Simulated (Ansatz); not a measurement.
`C[Si]1(Cl)CO1` → 2 C• + Cl• + 5 H• + O• + Si•  (atomization)

Computed with Ansatz on PBE0-D4/def2-TZVP structures; ΔE is electronic, products minus reactants. CBS: MP2 limit from def2 TZ/QZ plus the TZ coupled-cluster correction, frozen cores. This one scheme is used for every species, atoms too. Functionals use def2-TZVPP. B3LYP here is the variant with VWN-RPA as its local correlation; programs differ in this. Open shells (•) are unrestricted, without spin–orbit coupling. Spin–orbit coupling would lower the free atoms: a little for C, Cl, O, Si.

| level | ΔE (eV) | difference from CCSD(T)/CBS |
| --- | --- | --- |
| PBE-D4 | 40.39 | 0.82 |
| r2SCAN-D4 | 39.80 | 0.23 |
| PBE0-D4 | 39.66 | 0.09 |
| B3LYP-D4 | 39.36 | -0.21 |
| ωB97X-V | 39.70 | 0.13 |
| ωB97M-V | 39.74 | 0.17 |
| B2PLYP | 39.04 | -0.53 |
| PBE | 40.16 | 0.59 |
| r2SCAN | 39.75 | 0.18 |
| PBE0 | 39.46 | -0.11 |
| B3LYP | 38.98 | -0.59 |
| HF/def2-TZVPP | 28.64 | -10.93 |
| MP2/def2-TZVPP | 39.37 | -0.20 |
| SCS-MP2/def2-TZVPP | 38.99 | -0.58 |
| CCSD/def2-TZVPP | 37.80 | -1.77 |
| CCSD(T)/def2-TZVPP | 38.46 | -1.11 |
| HF/def2-QZVPP | 28.71 | -10.86 |
| MP2/def2-QZVPP | 40.03 | 0.46 |
| SCS-MP2/def2-QZVPP | 39.72 | 0.15 |
| HF/CBS(def2) | 28.73 | -10.84 |
| MP2/CBS(def2) | 40.48 | 0.91 |
| CCSD/CBS(def2) | 38.91 | -0.66 |
| CCSD(T)/CBS | 39.57 | 0 |

Largest T1 diagnostic among the species: 0.012.

From PBE to PBE0 (25 % exact exchange), in def2-TZVPP and without D4, ΔE moves by −0.70 eV: exact exchange takes away binding that semilocal exchange gives to molecules. In def2-TZVPP, CCSD(T) changes the Hartree–Fock value by +9.82 eV (the triples alone add +0.66 eV) and MP2 by +10.73 eV; breaking electron pairs costs correlation energy, which Hartree–Fock lacks.

For atomizations the MP2-based limit and the directly extrapolated one differ by several kJ/mol either way, and by 10 to 25 for some Ge, Se and Sn compounds, so smaller differences from it don't rank the levels.
